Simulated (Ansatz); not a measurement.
`CO[SiH2]CN` + H–F → `NC[SiH2]F` + CH₃OH  (ligand exchange at the Si–O bond)

Program: Ansatz. Geometries: PBE0-D4/def2-TZVP. ΔE: electronic, gas phase. CCSD(T)/CBS adds triple-zeta CCSD(T) − MP2 to the extrapolated MP2 energy (def2 sets, frozen cores). This one scheme is used for every species. DFT in def2-TZVPP. Each species was taken in one conformer, which may not be the lowest.

`CO[SiH2]CN`:

Z-matrix (Å, degrees):
```
C
O 1 1.411
H 1 1.094 2 111.4
H 1 1.091 2 108.1 3 120.1
H 1 1.097 2 111.1 3 -121.0
Si 2 1.640 1 123.7 3 61.4
C 6 1.877 2 113.1 1 -67.5
H 6 1.496 2 109.9 1 52.6
H 6 1.484 2 106.1 1 171.8
N 7 1.461 6 110.4 2 68.5
H 7 1.096 6 106.9 2 -49.7
H 7 1.103 6 109.2 2 -164.2
H 10 1.012 7 111.4 6 -179.2
H 10 1.012 7 110.7 6 62.0
```

H–F:

Z-matrix (Å, degrees):
```
F
H 1 0.920
```

`NC[SiH2]F`:

Z-matrix (Å, degrees):
```
C
Si 1 1.870
N 1 1.462 2 105.0
H 1 1.099 2 112.8 3 126.6
H 1 1.094 2 107.8 3 -115.9
F 2 1.606 1 110.6 3 -170.3
H 2 1.482 1 110.9 3 70.1
H 2 1.487 1 109.6 3 -51.9
H 3 1.011 1 111.1 2 73.7
H 3 1.011 1 111.9 2 -166.2
```

CH₃OH:

```xyz
6

C     0.096    0.223   -0.260
O    -0.021   -0.256    1.060
H     0.638    1.168   -0.211
H    -0.879    0.413   -0.725
H     0.664   -0.461   -0.904
H    -0.497   -1.088    1.040
```

```tsv
level	ΔE (kcal/mol)
PBE-D4	-9.5
B2PLYP	-10.9
SCS-MP2/def2-TZVPP	-9.7
CCSD(T)/def2-TZVPP	-9.2
HF/def2-QZVPP	-13.1
MP2/def2-QZVPP	-8.8
SCS-MP2/def2-QZVPP	-9.9
HF/CBS(def2)	-13.1
```

**Question.** What does CCSD(T)/CBS give? (An estimate is asked.)

**Answer.** The calculation gave: -9.3 kcal/mol. The listed levels differ from it by -0.2, -1.6, -0.4, 0.1, -3.8, 0.5, -0.6, -3.8 kcal/mol.

Largest T1 diagnostic among the species: 0.010.

The D4 term adds +2.5 kcal/mol with B3LYP and +1.5 kcal/mol with PBE0; it sums over pairs of atoms, weighted by their polarisabilities, and B3LYP, whose exchange is more repulsive, gets the larger term. In def2-TZVPP, CCSD(T) changes the Hartree–Fock value by +3.7 kcal/mol (the triples alone add +0.6 kcal/mol) and MP2 by +4.2 kcal/mol.

B3LYP here is the variant with VWN-RPA as its local correlation; programs differ in this.
